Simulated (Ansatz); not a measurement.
`C[BH][AlH][F]`, relaxed with RKS PBE-D4/def2-SVP in the Gaussian-basis code of Ansatz from a rough embedded geometry. The force threshold is 0.03 eV/Å; the program also tests the step.

Charge 0, multiplicity 1.

Start:

```xyz
9

C    -1.328    0.229    0.209
B     0.045    0.633   -0.333
Al    1.654   -0.637   -0.064
F     1.500   -2.128    0.748
H    -1.684   -0.751   -0.312
H    -1.364    0.063    1.281
H    -2.114    1.021   -0.053
H     0.199    1.706   -0.910
H     3.091   -0.135   -0.567
```

Task: How much energy does the relaxation release, and in how many steps? (An estimate is asked.)

Result: Ansatz gave: 31.73 kJ/mol, in 22 steps, 3 of them rejected.

Task: Which bonds change most? (Best estimate.)

Result: Ansatz gave: B2–Al3 from 2.068 to 2.136 Å; C1–H5 from 1.165 to 1.124 Å; C1–H7 from 1.146 to 1.110 Å; C1–B2 from 1.530 to 1.561 Å.

Task: Give the relaxed structure. (An estimate is asked.)

Result: Ansatz gave: 
```xyz
9

C    -1.354    0.430    0.352
B    -0.058    0.398   -0.519
Al    1.762   -0.605   -0.024
F     1.862   -2.274   -0.289
H    -1.917   -0.428   -0.105
H    -1.266    0.195    1.430
H    -2.009    1.312    0.198
H    -0.131    0.942   -1.615
H     3.111    0.030    0.572
```
